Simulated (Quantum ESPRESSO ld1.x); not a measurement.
Results of a calculation; reference values are marked as such.
Species: Pd III. Configuration: [Kr] 4d8 (the NIST ground configuration).

Code: ld1.x of Quantum ESPRESSO 7.5. Model: Dirac Kohn-Sham, PW91, spin-unpolarised, spherical densities, point nucleus; open shells are shared between the two j in proportion to 2j + 1.

Energy parts (eV):
| part | energy |
|---|---|
| total | -137326 |
| kinetic | 143442 |
| electron-nucleus | -331771 |
| Hartree | 54929 |
| exchange-correlation | -3925 |

Orbitals (lengths in bohr, moments of r in powers of bohr; r(max) is where P^2 peaks):
1s1/2: occ. 2; eigenvalue (eV) -24181.3; r(max) 0.021
2s1/2: occ. 2; eigenvalue (eV) -3551.56; r(max) 0.117
2p1/2: occ. 2; eigenvalue (eV) -3296.40; r(max) 0.091
2p3/2: occ. 4; eigenvalue (eV) -3136.93; r(max) 0.095
3s1/2: occ. 2; eigenvalue (eV) -661.184; r(max) 0.341
3p1/2: occ. 2; eigenvalue (eV) -560.467; r(max) 0.327
3p3/2: occ. 4; eigenvalue (eV) -532.670; r(max) 0.338
3d3/2: occ. 4; eigenvalue (eV) -354.264; r(max) 0.281
3d5/2: occ. 6; eigenvalue (eV) -348.722; r(max) 0.283
4s1/2: occ. 2; eigenvalue (eV) -110.510; r(max) 0.848
4p1/2: occ. 2; eigenvalue (eV) -79.2577; r(max) 0.890
4p3/2: occ. 4; eigenvalue (eV) -74.7350; r(max) 0.919
4d3/2: occ. 3.2; eigenvalue (eV) -27.7172; r(max) 1.07
4d5/2: occ. 4.8; eigenvalue (eV) -27.1892; r(max) 1.08

The highest occupied level is 4d5/2 at -27.189 eV. The density falls to 0.001 e/bohr^3 at r = 3.37 bohr.
